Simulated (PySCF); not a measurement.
## Simulated characterisation data

[PySCF 2.14.0 with density-fitted response routines: GFN2-xTB structure; NMR shieldings at PBE0/pcSseg-1/GIAO; a single conformation; no solvent; one averaged value for each set of equivalent atoms; non-relativistic Hamiltonian]

Shifts are taken against calculated references (same method and geometry level): 1H, 13C vs TMS. Where no couplings were computed, multiplicities follow the n + 1 count of equivalent neighbours, and m marks all less simple cases (inequivalent or close neighbours, rings, F or P nearby). Shifts are as computed. Against solution values, carbons near 30 ppm lie about +3 ppm off and those near 130 ppm about +5 ppm (rms about the fit 2.1 ppm; single classes can miss by 10 ppm). Of 1328 compounds with measured shifts, 309 miss one by over three times the rms of a fit or turn the order of signals round; such compounds aren't used in these exercises. Signals without a measured value on file couldn't be tested in this way; 1H shifts scatter by 0.2 ppm about their fit, and single ones miss by 0.5 ppm.

**1.** `C=C=C[C@H](C)OC`, C6H10O. 1H NMR (600 MHz, computed): δ 5.01 (m, 1H), 4.89 (m, 2H), 3.75 (m, 1H), 3.51 (s, 3H), 1.33 (d, 3H). 13C{1H} NMR (computed): δ 220.3 (C), 98.6 (CH), 83.0 (CH), 77.6 (CH2), 58.5 (CH3), 25.6 (CH3).

**2.** SMILES C=C/C=C\COC, C6H10O. 1H NMR (600 MHz, computed): δ 6.54 (m, 1H), 6.12 (m, 1H), 5.99 (m, 1H), 5.44 (m, 1H), 5.43 (m, 1H), 4.37 (d, 2H), 3.53 (s, 3H). 13C{1H} NMR (computed): δ 141.5 (CH), 140.2 (CH), 134.1 (CH), 124.7 (CH2), 75.5 (CH2), 61.1 (CH3).
